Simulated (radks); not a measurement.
The sulfur anion S2-, [Ar], held by a Watson sphere: a shell of charge +2 at radius R that stands for the Madelung well of a crystal (potential energy -2/R inside, -2/r outside, in hartree with lengths in bohr). All-electron calculation, scalar-relativistic Kohn-Sham, LDA (Slater exchange, Perdew-Wang correlation), spin-polarised, spherical densities, point nucleus. Program: a radial shooting solver on a logarithmic mesh with Libxc functionals. Response by self-consistent Sternheimer equations with the Hartree and adiabatic LDA kernel, the relativistic mass of each level held fixed and spin-orbit coupling left out. The sphere does not respond.

R (bohr),e(2p) (eV),e(3s) (eV),e(3p) (eV),<r> 3p (bohr),sum of <r^2> (bohr^2),X-ray form factor at sin(theta)/lambda = 0.1 1/angstrom,alpha (bohr^3)
2.18,-153.35,-17.935,-8.169,2.116,41.12,15.470,25.92
2.26,-153.31,-17.695,-8.002,2.137,41.88,15.435,27.15
2.59,-153.18,-16.768,-7.303,2.221,44.94,15.298,33.01
3.08,-152.87,-15.588,-6.305,2.333,49.31,15.123,44.16
3.54,-152.48,-14.679,-5.460,2.425,53.20,14.988,57.73
4.32,-151.77,-13.484,-4.267,2.560,59.50,14.814,89.44
4.61,-151.52,-13.128,-3.896,2.605,61.81,14.763,104.8
